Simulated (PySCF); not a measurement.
A structure optimised at PBE-D3(BJ)/def2-SVP, used in a PySCF frequency run:

```xyz
8

Ga     0.1330     0.0627     0.0000
Cl     0.6272     2.1621     0.0000
Cl    -1.9796    -0.4029     0.0000
C      1.4311    -1.3811     0.0000
C      1.0162    -2.6638     0.0000
H      2.5086    -1.1417     0.0000
H      1.7303    -3.5069     0.0000
H     -0.0552    -2.9298     0.0000
```

Problem. Write its SMILES, formula and point group.

Solution. C=[CH][Ga]([Cl])[Cl], C2H3Cl2Ga, Cs

Problem. What are its rotational constants (standard atomic weights)?

Solution. 2.5411, 1.6678, 1.0069 GHz
